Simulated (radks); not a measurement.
The numbers below are computed, except where a source is named.
Bi II, 82 electrons, occupied as [Hg] 6p2 (the NIST ground configuration).

Code: a radial shooting solver on a logarithmic mesh with Libxc functionals. Model: scalar-relativistic Kohn-Sham, PBE, spin-unpolarised, spherical densities, finite nucleus; Fermi nuclear charge, rms radius 5.5012 fm.

Energy parts (hartree):
total: -21524.0157
kinetic: 24395.0874
electron-nucleus: -53762.2498
Hartree: 8237.3845
exchange-correlation: -394.2378

Orbitals (lengths in bohr, moments of r in powers of bohr; <r^-3> diverges for s and p1/2; r(90%) holds 90 % of the orbital's charge):
orbital  occ.  eigenvalue (hartree)   <1/r>  <r^-3>  r(90%)
1s          2             -3330.438   103.2       -  0.0290
2s          2             -598.6910   24.25       -   0.103
2p          6             -512.3963   21.22   31030  0.0988
3s          2             -144.7495   8.988       -   0.252
3p          6             -120.0803   8.110    7232   0.260
3d         10             -95.24545   7.603   871.3   0.244
4s          2             -33.45354   3.877       -   0.540
4p          6             -25.36651   3.480    1790   0.583
4d         10             -16.10529   3.131   191.4   0.628
4f         14              -5.90820   2.745   39.36   0.698
5s          2              -6.09292   1.644       -    1.18
5p          6              -3.82238   1.409   342.6    1.36
5d         10              -1.29354   1.065   24.30    1.85
6s          2              -0.81193  0.6034       -    3.08
6p          2              -0.42048  0.4499   31.45    4.15

The highest occupied level is 6p at -11.442 eV. The density falls to 0.001 e/bohr^3 at r = 4.34 bohr. The electron density at the nucleus is 3.218e+06 e/bohr^3 (large components only).
